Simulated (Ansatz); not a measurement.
`F[CH2][AlH][F]` + `C=C(O)[SiH3]` → `C=C([SiH3])[O][AlH][F]` + `CF`  (ligand exchange at the Al–C bond)

Calculated with Ansatz (gas phase, PBE0-D4/def2-TZVP geometries, no zero-point term in ΔE). CCSD(T)/CBS is the MP2 limit (def2-TZVPP, def2-QZVPP) plus CCSD(T) − MP2 in def2-TZVPP, frozen cores. This one scheme is used for every species. DFT in def2-TZVPP. B3LYP here is the variant with VWN-RPA as its local correlation; programs differ in this. Each species was taken in one conformer, which may not be the lowest.

`F[CH2][AlH][F]`:

```xyz
7

F     0.740   -1.343   -1.113
C     0.512   -0.023   -0.733
Al   -0.614    0.127    0.882
F    -1.165   -1.239    1.618
H     1.487    0.460   -0.580
H     0.054    0.500   -1.583
H    -1.014    1.519    1.508
```

`C=C(O)[SiH3]`:

```xyz
10

C     0.789   -1.294    0.554
C     0.539   -0.037    0.193
O     1.527    0.901    0.324
Si   -1.134    0.463   -0.490
H     1.756   -1.587    0.949
H     0.023   -2.051    0.459
H     1.219    1.760    0.029
H    -1.727    1.528    0.366
H    -2.022   -0.722   -0.532
H    -0.969    1.038   -1.853
```

`C=C([SiH3])[O][AlH][F]`:

Z-matrix (Å, degrees):
```
Si
C 1 1.878
H 1 1.489 2 109.6
H 1 1.489 2 109.5 3 117.7
H 1 1.483 2 109.8 3 -121.2
O 2 1.357 1 117.8 3 -59.2
C 2 1.332 1 121.9 3 120.9
Al 6 1.680 2 144.5 1 0.7
H 7 1.082 2 120.2 1 -0.0
H 7 1.085 2 121.4 1 180.0
F 8 1.641 6 116.1 2 -179.5
H 8 1.564 6 123.8 2 0.6
```

`CF`:

Z-matrix (Å, degrees):
```
C
F 1 1.376
H 1 1.092 2 109.1
H 1 1.092 2 109.1 3 -120.0
H 1 1.092 2 109.1 3 120.0
```

```
             level  ΔE (kJ/mol)  difference from CCSD(T)/CBS
            PBE-D4       -149.6                         16.5
         r2SCAN-D4       -163.2                          2.9
           PBE0-D4       -157.0                          9.1
          B3LYP-D4       -166.9                         -0.8
           ωB97X-V       -161.6                          4.5
           ωB97M-V       -160.6                          5.5
            B2PLYP       -167.5                         -1.4
               PBE       -146.3                         19.8
            r2SCAN       -162.2                          3.9
              PBE0       -153.9                         12.2
             B3LYP       -161.6                          4.5
     HF/def2-TZVPP       -179.9                        -13.8
    MP2/def2-TZVPP       -173.4                         -7.3
SCS-MP2/def2-TZVPP       -173.7                         -7.6
   CCSD/def2-TZVPP       -169.6                         -3.5
CCSD(T)/def2-TZVPP       -168.1                         -2.0
     HF/def2-QZVPP       -180.7                        -14.6
    MP2/def2-QZVPP       -172.6                         -6.5
SCS-MP2/def2-QZVPP       -172.8                         -6.7
      HF/CBS(def2)       -180.8                        -14.7
     MP2/CBS(def2)       -171.5                         -5.4
    CCSD/CBS(def2)       -167.6                         -1.5
       CCSD(T)/CBS       -166.1                            0
```

Largest T1 diagnostic among the species: 0.013.

The D4 term adds −5.3 kJ/mol with B3LYP and −3.2 kJ/mol with PBE0; it sums over pairs of atoms, weighted by their polarisabilities, and B3LYP, whose exchange is more repulsive, gets the larger term. In def2-TZVPP, CCSD(T) changes the Hartree–Fock value by +11.8 kJ/mol (the triples alone add +1.5 kJ/mol) and MP2 by +6.5 kJ/mol.
